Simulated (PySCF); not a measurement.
## Spinor energies of Hg⁴⁴⁺ (mercury, charge +44)

Start: [Kr]. Calculated with PySCF 2.14 in an uncontracted even-tempered set (18 s from 2.5 bohr⁻², ratio 2.6; 16 p from 3.2 bohr⁻², ratio 2.6; 11 d from 3.2 bohr⁻², ratio 2.6; 5 f from 3.3 bohr⁻², ratio 2.8): generalised Hartree-Fock with the X2C-1e Hamiltonian and a Gaussian nucleus; spin-orbit coupling (SO) screened by Boettger's factors.

| spinor shell | electrons | ε, screened SO (eV) | weight of nominal j (screened SO) | rms radius, screened SO (bohr) |
| --- | --- | --- | --- | --- |
| 1s1/2 | 2 | -85693.1 | 1.000 | 0.0187 |
| 2s1/2 | 2 | -17108.1 | 1.000 | 0.0755 |
| 2p1/2 | 2 | -16480.6 | 1.000 | 0.0639 |
| 2p3/2 | 4 | -14524.9 | 1.000 | 0.0719 |
| 3s1/2 | 2 | -5690.8 | 1.000 | 0.190 |
| 3p1/2 | 2 | -5414.3 | 1.000 | 0.181 |
| 3p3/2 | 4 | -4959.8 | 1.000 | 0.197 |
| 3d3/2 | 4 | -4514.7 | 1.000 | 0.172 |
| 4s1/2 | 2 | -2625.6 | 1.000 | 0.388 |
| 4p1/2 | 2 | -2497.3 | 1.000 | 0.384 |
| 4p3/2 | 4 | -2353.0 | 1.000 | 0.407 |

(1) Where does 3d5/2 lie, and what is the 3d spin-orbit splitting (screened SO)?

| quantity | screened SO |
| --- | --- |
| E (hartree) | -18350.76410 |
| M_J | 0 |
| ⟨J²⟩ | 0.000 |
| ⟨L²⟩ | 0.112 |
| ⟨S²⟩ | 0.112 |

Breit and QED terms are absent; they matter most for the inner s and p1/2 levels.

Densities and radii are taken from the X2C orbitals without a picture-change correction, which distorts them close to the nucleus.

## Answers

(1) At -4417.4 eV, 97.278 eV above 3d3/2.
